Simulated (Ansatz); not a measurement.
Cl2FH3OSi2, SMILES `F[SiH](Cl)O[SiH2]Cl`. Charge 0, multiplicity 1. Geometry: relaxed with PBE0-D4/def2-TZVP. It is one conformer, not always the lowest.

```xyz
9

F    -1.401   -2.319   -0.365
Si   -0.377   -1.230   -0.881
Cl   -1.361    0.000   -2.165
O     0.152   -0.398    0.395
Si    0.399    1.063    1.080
Cl    1.756    2.118   -0.028
H     0.726   -1.907   -1.569
H    -0.861    1.833    1.109
H     0.967    0.839    2.422
```

Q: What is the dipole moment at r2SCAN/def2-TZVPP? (An estimate is asked.)

A: Ansatz gave: 0.81 D, with components (0.41, 0.05, 0.70) D in this frame, pointing from negative to positive charge.

Q: And with PBE, B3LYP, ωB97M-V? (An estimate is asked.)

A: The calculation gave: PBE 0.77 D, B3LYP 0.82 D, ωB97M-V 0.80 D.

Q: Give the Mulliken charges with r2SCAN, ωB97M-V, PBE in def2-TZVPP. (Best estimate.)

A: Computed: 
```csv
atom,r2SCAN,ωB97M-V,PBE
F1,-0.29,-0.28,-0.25
Si2,0.76,0.66,0.63
Cl3,-0.22,-0.19,-0.20
O4,-0.39,-0.36,-0.27
Si5,0.58,0.43,0.46
Cl6,-0.24,-0.21,-0.21
H7,-0.07,-0.02,-0.06
H8,-0.06,-0.01,-0.05
H9,-0.06,-0.01,-0.05
```

B3LYP here is the variant with VWN-RPA as its local correlation; programs differ in this.
